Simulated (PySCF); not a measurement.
**Sm(2+): excitation energy**

Sm(2+) [Xe] 4f6 (7F) → Sm(2+) [Xe] 4f5 6p1 (high-spin determinant), as a difference of total energies. Calculation: PySCF 2.14, in cc-pVDZ-X2C (8s7p5d3f1g, 84 functions); scalar relativity by spin-free X2C-1e. Correlated levels: valence: [Kr] 4d10 frozen; valence and next inner shell: [Ar] 3d10 frozen. The calculations carry no spin-orbit coupling.

| method | excitation energy (eV) |
| --- | --- |
| UHF | 7.340 |
| LDA | 9.913 |
| PBE | 9.484 |
| PBE0 | 9.176 |
| r2SCAN | 9.238 |
| MP2 (valence) | 8.794 |
| SCS-MP2 (valence) | 8.091 |
| MP2 (valence and next inner shell) | 8.930 |
| SCS-MP2 (valence and next inner shell) | 8.189 |

**Question.** How much does correlation contribute at MP2 (valence and next inner shell)?

**Answer.** 8.930 − (7.340) = 1.590 eV, measured against UHF.

A first-order spin-orbit estimate (lowest level to lowest level, LS coupling) adds -0.328 eV.

The basis was made for the ground configuration and has no added diffuse functions, so the excitation energy can come out too high.

The determinant of the upper state mixes LS terms, which raises its energy above the lowest term, most at the Hartree-Fock and MP2 levels.
